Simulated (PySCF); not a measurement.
I2: script and output

The script input.py:

```python
from pyscf import gto, dft, tdscf

mol = gto.M(
    atom='I 0 0 0; I 0 0 2.62',
    basis='def2-svp',
    ecp={'I': 'def2-svp'},
    charge=0,
    spin=0,
    symmetry=True,
    verbose=4,
)
mf = dft.UKS(mol, xc='o3lyp')
mf.kernel()
td = tdscf.TDDFT(mf)
td.nstates = 3
td.kernel()
td.analyze(verbose=3)
mf.dip_moment()
print('orbital energies (hartree):', [e[max(0, n-3):n+3].round(4) for e, n in zip(mf.mo_energy, mol.nelec)])
```

```bash
$ OMP_NUM_THREADS=1 python input.py
```

Output (some set-up lines and the per-cycle HOMO/LUMO lines with their warnings removed):

```
PySCF version 2.14.0

[INPUT] verbose = 4
[INPUT] num. atoms = 2
[INPUT] num. electrons = 50
[INPUT] charge = 0
[INPUT] spin (= nelec alpha-beta = 2S) = 0
[INPUT] symmetry True subgroup None
[INPUT] Mole.unit = angstrom
[INPUT] Symbol           X                Y                Z      unit          X                Y                Z       unit  Magmom
[INPUT]  1 I      0.000000000000   0.000000000000   0.000000000000 AA    0.000000000000   0.000000000000   0.000000000000 Bohr   0.0
[INPUT]  2 I      0.000000000000   0.000000000000   2.620000000000 AA    0.000000000000   0.000000000000   4.951082446360 Bohr   0.0

nuclear repulsion = 126.235021688931
point group symmetry = Dooh
symmetry origin: [0.         0.         2.47554122]
symmetry axis x: [1. 0. 0.]
symmetry axis y: [0. 1. 0.]
symmetry axis z: [0. 0. 1.]
num. orbitals of irrep A1g = 10
num. orbitals of irrep E1gx = 6
num. orbitals of irrep E1gy = 6
num. orbitals of irrep A1u = 10
num. orbitals of irrep E1uy = 6
num. orbitals of irrep E1ux = 6
num. orbitals of irrep E2gx = 2
num. orbitals of irrep E2gy = 2
num. orbitals of irrep E2uy = 2
num. orbitals of irrep E2ux = 2
number of shells = 20
number of NR pGTOs = 122
number of NR cGTOs = 52
basis = def2-svp
ecp = {'I': 'def2-svp'}

******** <class 'pyscf.dft.uks_symm.SymAdaptedUKS'> ********
method = SymAdaptedUKS
initial guess = minao
damping factor = 0
level_shift factor = 0
DIIS = <class 'pyscf.scf.diis.CDIIS'>
diis_start_cycle = 1
diis_space = 8
diis_damp = 0
SCF conv_tol = 1e-09
SCF conv_tol_grad = None
SCF max_cycles = 50
direct_scf = True
direct_scf_tol = 1e-13
number electrons alpha = 25  beta = 25
XC library pyscf.dft.libxc version 7.0.0
    S. Lehtola, C. Steigemann, M. J.T. Oliveira, and M. A.L. Marques.,  SoftwareX 7, 1–5 (2018)
XC functionals = o3lyp
    W.-M. Hoe, A. J. Cohen, and N. C. Handy.,  Chem. Phys. Lett. 341, 319–328 (2001)
    A. J. Cohen and N. C. Handy.,  Mol. Phys. 99, 607 (2001)
radial grids:
    Treutler-Ahlrichs [JCP 102, 346 (1995); DOI:10.1063/1.469408] (M4) radial grids

becke partition: Becke, JCP 88, 2547 (1988); DOI:10.1063/1.454033
pruning grids: <function nwchem_prune>
grids dens level: 3
symmetrized grids: True
atomic radii adjust function: <function treutler_atomic_radii_adjust>
small_rho_cutoff = 0
Freeze 0 electrons in irreps []
    50 free electrons in irreps A1g E1gx E1gy A1u E1uy E1ux E2gx E2gy E2uy E2ux
Set gradient conv threshold to 3.16228e-05
tot grids = 43920
init E= -533.552945583371
cycle= 1 E= -593.806028601771  delta_E= -60.3  |g|= 2.74  |ddm|= 8.35
cycle= 2 E= -594.532069195546  delta_E= -0.726  |g|= 1.94  |ddm|= 6.97
cycle= 3 E= -595.953766375516  delta_E= -1.42  |g|= 0.27  |ddm|=    3
cycle= 4 E= -595.988316320626  delta_E= -0.0345  |g|= 0.128  |ddm|= 0.533
cycle= 5 E= -595.999627207869  delta_E= -0.0113  |g|= 0.00394  |ddm|= 0.16
cycle= 6 E= -595.999636221554  delta_E= -9.01e-06  |g|= 0.00021  |ddm|= 0.0066
cycle= 7 E= -595.999636248198  delta_E= -2.66e-08  |g|= 1.29e-05  |ddm|= 0.000565
cycle= 8 E= -595.9996362483  delta_E= -1.02e-10  |g|= 1.09e-06  |ddm|= 3.07e-05
Extra cycle  E= -595.999636248301  delta_E= -5.68e-13  |g|= 9.34e-07  |ddm|= 4.16e-06
converged SCF energy = -595.999636248301  <S^2> = -4.2632564e-14  2S+1 = 1

******** <class 'pyscf.tdscf.uks.TDDFT'> for <class 'pyscf.dft.uks_symm.SymAdaptedUKS'> ********
nstates = 3
deg_eia_thresh = 1.000e-03
wfnsym = None
conv_tol = 1e-05
eigh lindep = 1e-12
eigh level_shift = 0
eigh max_cycle = 100

Excitation energies (eV)
[1.64156225 1.64156225 2.30957271]

** Excitation energies and oscillator strengths **
Excited State   1:  ???      1.64156 eV    755.28 nm  f=0.0000
Excited State   2:  ???      1.64156 eV    755.28 nm  f=0.0000
Excited State   3:  ???      2.30957 eV    536.83 nm  f=0.0007
Dipole moment(X, Y, Z, Debye):  0.00000,  0.00000, -0.00000
orbital energies (hartree): [array([-0.3058, -0.2403, -0.2403, -0.1376,  0.2159,  0.256 ]), array([-0.3058, -0.2403, -0.2403, -0.1376,  0.2159,  0.256 ])]
```

In short: E(SCF) = -595.999636 Eh, 8 cycles, μz(SCF) = 0.00 D, first excitations without spin–orbit coupling 1.64, 1.64, 2.31 eV.

Run time: 32 s on 1 thread of Intel Xeon Platinum 8488C (shared host), peak memory 0.31 GiB.

With symmetry on the solver can miss roots, and labels of degenerate states are those of a subgroup. The bond length is a typed value, not an optimised one. No search for the lowest solution was made.
